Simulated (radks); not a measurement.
The numbers below are computed, except where a source is named.
Ge4+, configuration [Ar] 3d10.

Level of theory: Dirac Kohn-Sham, PBE, spin-unpolarised, spherical densities, point nucleus (a radial shooting solver on a logarithmic mesh with Libxc functionals).

Energy parts (Ry):
| part | energy |
|---|---|
| total | -4190.21969 |
| kinetic | 4279.15771 |
| electron-nucleus | -10010.70507 |
| Hartree | 1698.15023 |
| exchange-correlation | -156.82255 |

Orbitals (lengths in bohr, moments of r in powers of bohr; r(max) is where P^2 peaks):
| orbital | occ. | eigenvalue (Ry) | <r^4> | r(max) | small-component weight |
|---|---|---|---|---|---|
| 1s1/2 | 2 | -809.0862 | 0.00002275 | 0.03072 | 1.34e-02 |
| 2s1/2 | 2 | -104.4025 | 0.004688 | 0.1761 | 2.60e-03 |
| 2p1/2 | 2 | -93.26950 | 0.003291 | 0.1392 | 2.58e-03 |
| 2p3/2 | 4 | -90.92583 | 0.003514 | 0.1421 | 2.53e-03 |
| 3s1/2 | 2 | -15.99258 | 0.3235 | 0.5426 | 5.95e-04 |
| 3p1/2 | 2 | -12.31764 | 0.3966 | 0.5377 | 5.45e-04 |
| 3p3/2 | 4 | -12.00279 | 0.4229 | 0.5461 | 5.31e-04 |
| 3d3/2 | 4 | -5.76110 | 0.9359 | 0.5014 | 4.08e-04 |
| 3d5/2 | 6 | -5.71712 | 0.9591 | 0.5042 | 4.04e-04 |

The highest occupied level is 3d5/2 at -77.785 eV. Summed over all electrons, <r^2> = 10.67 bohr^2, which gives a Langevin (diamagnetic) susceptibility term of -8.45 x 10^-6 cm^3/mol. The density falls to 0.001 e/bohr^3 at r = 2.36 bohr. For comparison, the ionisation energy in NIST's Atomic Spectra Database is 90.50 eV (measured). In exact Kohn-Sham theory the highest level is minus the ionisation energy, but local and semilocal functionals leave it too shallow, through self-interaction and a potential that decays too fast; potentials with the right tail come closer.
